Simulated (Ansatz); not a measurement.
Geometry optimisation, RHF/def2-SVP in Ansatz.

input.yaml

```yaml
crystal:
  periodic: [false, false, false]
  atoms:
    - { symbol: In, position_ang: [0.907222, -0.42378, 0.232583] }
    - { symbol: S, position_ang: [0.930068, 1.613397, -1.139076] }
    - { symbol: O, position_ang: [0.589347, -0.197709, 2.164928] }
    - { symbol: O, position_ang: [1.340712, -2.214699, -0.465198] }
    - { symbol: H, position_ang: [-1.659868, 0.987408, -1.158814] }
    - { symbol: O, position_ang: [-2.224512, 0.327808, -0.756691] }
    - { symbol: H, position_ang: [0.823423, 2.43561, -0.090704] }
    - { symbol: H, position_ang: [0.560084, -0.967841, 2.711897] }
    - { symbol: H, position_ang: [1.469091, -2.350717, -1.390361] }
    - { symbol: H, position_ang: [-2.735566, 0.790625, -0.108764] }
basis:
  gaussian: { orbitals: def2-SVP }
hamiltonian:
  xc: hf
relax:
  f_tol: 0.03
  max_steps: 50
```

Launched with:

```bash
$ ansatz run input.yaml --threads 2 --pin off --max-ram 3072MiB --backend cpu --events-out ev --progress --plain --runs-dir out
```

Where does it end, and by what steps?

The forces met the threshold. After 18 steps the energy has fallen by 0.540 eV; H10 moved furthest, 1.21 Å. Joined: In1–O6.

```tsv
step	energy less start (eV)	largest force component (eV/Å)	accepted
0	0.0000	0.533	yes
1	-0.0419	2.168	yes
2	-0.1693	2.079	yes
3	-0.3259	1.115	yes
4	-0.4028	0.768	yes
5	-0.4458	0.886	yes
6	-0.4609	0.702	yes
7	-0.4903	0.347	yes
8	-0.5047	0.348	yes
9	-0.5153	0.616	yes
10	-0.5234	0.649	yes
11	-0.5316	0.324	yes
12	-0.5356	0.220	yes
13	-0.5384	0.210	yes
14	-0.5385	0.143	yes
15	-0.5393	0.098	yes
16	-0.5397	0.067	yes
17	-0.5401	0.031	yes
18	-0.5402	0.019	yes
```

```xyz
10
Properties=species:S:1:pos:R:3
In 0.559 -0.224 -0.078
S 1.511 1.725 -1.160
O -0.190 -0.050 1.775
O 0.988 -2.069 -0.659
H -2.127 0.786 -0.872
O -1.735 0.045 -0.430
H 1.341 2.530 -0.106
H 0.106 -0.621 2.467
H 1.508 -2.215 -1.433
H -1.960 0.094 0.497
```

Time of the run: 42 s on 2 threads of Arm Neoverse V1, on a shared host, peak memory 0.25 GiB.
